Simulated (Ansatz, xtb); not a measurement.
## FGaH2OSi2: where a starting geometry ends

The starting geometry of this gas-phase singlet was built from a drawn formula by distance geometry; its bonds are those of `[F][GaH][Si]1=[SiH]O1`.

```xyz
7

F    -1.3866   -0.0299   -1.2617
Ga   -0.5625   -0.7902   -2.5537
O     2.2160   -2.4770   -0.7100
Si    1.6038   -1.1027   -1.5977
Si    3.4545   -1.1841   -0.7949
H    -0.4513    0.1182   -3.7705
H     4.8680   -0.9053   -0.9924
```

Where would you expect an optimisation with r2SCAN-D4/def2-SVP to take it?

A new bond forms, giving a structure given below by its coordinates. Distances that change by over a tenth: Si4–Si5 (2.02 → 2.30 Å). Contacts that close: Ga2–O3 (3.74 → 1.94 Å).

The energy falls by 2.81 eV over 29 steps:

```csv
step,E − E(last) (eV)
1,2.814
4,0.809
7,0.397
10,0.306
13,0.295
17,0.289
20,0.224
23,0.031
26,0.001
29,0.000
```

Final geometry (Å):

```yaml
atoms:
  - { symbol: F, position_ang: [-1.2557, -0.7055, -1.1735] }
  - { symbol: Ga, position_ang: [0.1123, -0.5733, -2.2657] }
  - { symbol: O, position_ang: [1.5984, -1.5076, -1.4392] }
  - { symbol: Si, position_ang: [2.1111, 0.1856, -1.0169] }
  - { symbol: Si, position_ang: [3.1261, -1.7864, -0.4148] }
  - { symbol: H, position_ang: [-0.0100, -0.6712, -3.7992] }
  - { symbol: H, position_ang: [4.0596, -1.3126, -1.5715] }
```

From the same start GFN2-xTB ends elsewhere, differing in Ga2–O3 (3.10 against 1.94 Å here), Ga2–Si5 (2.57 against 3.74 Å here), Si4–Si5 (2.73 against 2.30 Å here).

No frequencies were run, so the end isn't proven a minimum. Run with Ansatz 0.2.0, 46 s on 2 threads of Intel(R) Xeon(R) 6975P-C (Granite Rapids) (shared host).
